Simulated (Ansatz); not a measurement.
This geometry of CH$_{3}$AsSi (6 atoms, charge 0, multiplicity 1) is a first-order saddle point.

These are results of RKS revPBE-D4/def2-SVP in Ansatz, not measurements.

```xyz
6
Properties=species:S:1:pos:R:3
Si -1.159 -1.479 -1.284
C -0.278 -0.346 -0.295
As 0.875 0.772 0.394
H -2.333 -1.605 -0.291
H 0.872 2.268 0.177
H 2.023 0.390 1.300
```

**Question.** Which two structures does it join? (They come from a converged band through this point; their orientation in space is the band's.)

**Answer.** No bond is made or broken. The height of As3 over the plane of its neighbours goes from 0.79 to -0.76 Å.

Image 0:

```xyz
6
Properties=species:S:1:pos:R:3
Si -1.126 -1.357 -1.183
C -0.196 -0.266 -0.260
As 1.311 0.805 -0.022
H -2.359 -1.668 -0.352
H 0.640 2.119 0.423
H 1.731 0.367 1.394
```

Image 6:

```xyz
6
Properties=species:S:1:pos:R:3
Si -1.047 -1.304 -1.174
C -0.326 -0.238 -0.066
As 0.673 0.947 0.950
H -2.353 -1.780 -0.560
H 0.978 2.067 -0.063
H 2.074 0.306 0.913
```

**Question.** How far does it lie above each of them?

**Answer.** 0.61 eV above the first and 0.55 eV above the second. This is the barrier of this one path; another mechanism may lie lower.

Time of the run: 2.1 min on 1 thread of Arm Neoverse V1, with other jobs on the host, peak memory 0.14 GiB.
